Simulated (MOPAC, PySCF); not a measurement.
[Hf(OH)3(H)], neutral singlet in the gas phase. 

Cartesian coordinates (Å):
```xyz
8

Hf     0.0521    -0.0381    -0.1512
O     -1.3790    -0.9982     0.7128
H     -2.1802    -1.3873     1.0631
O      0.1994     1.8007     0.4088
H      0.1373     2.7304     0.6274
O      0.0966    -0.2709    -2.0644
H     -0.0074    -0.3075    -3.0151
H      1.6099    -0.8491     0.4635
```
Charge 0, multiplicity 1.

All levels are single points at this geometry (r2SCAN-D4/def2-SVP); Pople sets use spherical d functions. Orbital energies aren't observables, and empty levels follow the basis.

PBE-D3(BJ)/def2-TZVP in PySCF gives dipole (D) = 3.06.

Question: Estimate the dipole (D) from each of these levels: B3LYP-D3(BJ)/def2-TZVP in PySCF; TPSSh-D3(BJ)/def2-TZVP in PySCF; B3LYP/6-31G* (LANL2DZ on Hf) in PySCF; B3LYP/LANL2DZ in PySCF; BP86/6-31G* (LANL2DZ on Hf) in PySCF; PBE/6-31G* (LANL2DZ on Hf) in PySCF; PM6 in MOPAC; PM7 in MOPAC.

Answer: 
```json
[
 {"level": "B3LYP-D3(BJ)/def2-TZVP in PySCF", "dipole (D)": "3.06"},
 {"level": "TPSSh-D3(BJ)/def2-TZVP in PySCF", "dipole (D)": "3.13"},
 {"level": "B3LYP/6-31G* (LANL2DZ on Hf) in PySCF", "dipole (D)": "3.45"},
 {"level": "B3LYP/LANL2DZ in PySCF", "dipole (D)": "3.50"},
 {"level": "BP86/6-31G* (LANL2DZ on Hf) in PySCF", "dipole (D)": "3.51"},
 {"level": "PBE/6-31G* (LANL2DZ on Hf) in PySCF", "dipole (D)": "3.48"},
 {"level": "PM6 in MOPAC", "dipole (D)": "2.88"},
 {"level": "PM7 in MOPAC", "dipole (D)": "1.91"}
]
```
